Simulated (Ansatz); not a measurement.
Mulliken charges of `C[B]1[GeH2][Al]1[Cl]` from ωB97M-V/def2-TZVPP in Ansatz (PBE0-D4/def2-TZVP geometry).

| atom | x (Å) | y (Å) | z (Å) | charge (e) |
| --- | --- | --- | --- | --- |
| C1 | -1.002 | -1.304 | 0.166 | -0.342 |
| B2 | -0.070 | -0.071 | -0.079 | -0.046 |
| Ge3 | 1.493 | 1.031 | 0.758 | -0.097 |
| Al4 | 0.207 | 1.647 | -1.188 | 0.283 |
| Cl5 | -0.336 | 3.471 | -2.069 | -0.194 |
| H6 | -0.693 | -1.892 | 1.035 | 0.108 |
| H7 | -2.031 | -0.971 | 0.337 | 0.109 |
| H8 | -1.028 | -1.974 | -0.698 | 0.116 |
| H9 | 2.305 | 0.424 | 1.952 | 0.027 |
| H10 | 1.238 | -0.411 | -0.211 | 0.035 |

Task: By hand: the dipole of these point charges (1 e Å = 4.8032 D).

Result: Σ q r = (0.015, -0.400, 0.051) e Å, of length 0.404 e Å = 1.94 D.

Task: How does the dipole of the full density compare? (Best estimate.)

Result: Ansatz gave: (0.042, -0.172, 0.093) e Å, 0.96 D; the point charges give 2.02 times that, at 23° from its direction.

Point charges leave out the atoms' own dipoles, such as those of lone pairs, and Mulliken's split depends on the basis, so the two needn't agree.
